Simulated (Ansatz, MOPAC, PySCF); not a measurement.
System: BiF2, net charge 1, singlet state. SMILES: [F][Bi+][F]
Structure (B3LYP-D3(BJ)/def2-TZVP (Ansatz, a program for electronic structure) minimum search):
```
Bi
F 1 1.9511
F 1 1.9511 2 95.60
```
Charge +1, spin multiplicity 1.

Unscaled harmonic wavenumbers (cm⁻¹) in rising order, each level at the stationary point that it reaches from this structure (no distance between atoms moves by over 0.3 Å); the order of modes can differ between levels, and a negative number is imaginary. B3LYP-D3(BJ)/def2-TZVP (PySCF, at the structure above): 188, 645, 658.

PM3 (MOPAC): 206, 681, 699. Zero-point energy 2.3 against 2.1 kcal/mol; where all levels lie over 400 cm⁻¹, the wavenumbers are on average 1.060 times those of B3LYP-D3(BJ)/def2-TZVP.

HF/6-31G* with LANL2DZ past Ar (Ansatz): 232, 731, 745. Zero-point energy 2.4 against 2.1 kcal/mol; where all levels lie over 400 cm⁻¹, the wavenumbers are on average 1.133 times those of B3LYP-D3(BJ)/def2-TZVP.

B3LYP/6-31G* with LANL2DZ past Ar (Ansatz): 200, 666, 672. Zero-point energy 2.2 against 2.1 kcal/mol; where all levels lie over 400 cm⁻¹, the wavenumbers are on average 1.027 times those of B3LYP-D3(BJ)/def2-TZVP.
